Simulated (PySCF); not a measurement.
Dipole polarisabilities along group 4

Calculated with PySCF 2.14 for the ground configurations, without spin-orbit coupling: coupled response for Hartree-Fock and DFT. Mean α in bohr³, C₆ of like pairs in atomic units.

```tsv
species	α UHF	α PBE	α PBE0	α recommended (Schwerdtfeger and Nagle)	C₆ UHF	C₆ PBE	C₆ PBE0
Ti [Ar] 3d2 4s2 (aug-cc-pVTZ-DK, spin-free X2C)	146.3	104.2	109.1	87 ± 10	1694	1205	1282
Zr [Kr] 4d2 5s2 (aug-cc-pVTZ-DK, spin-free X2C)	194.3	121.6	127.4	112 ± 13	2517	1691	1794
Hf [Xe] 4f14 5d2 6s2 (aug-cc-pVTZ-PP with ECP60MDF, ECP)	121.7	101.7	103.9	103 ± 6	1735	1358	1407
```

Hartree-Fock lacks correlation. All values carry a basis error, and heavy open shells lack spin-orbit coupling.
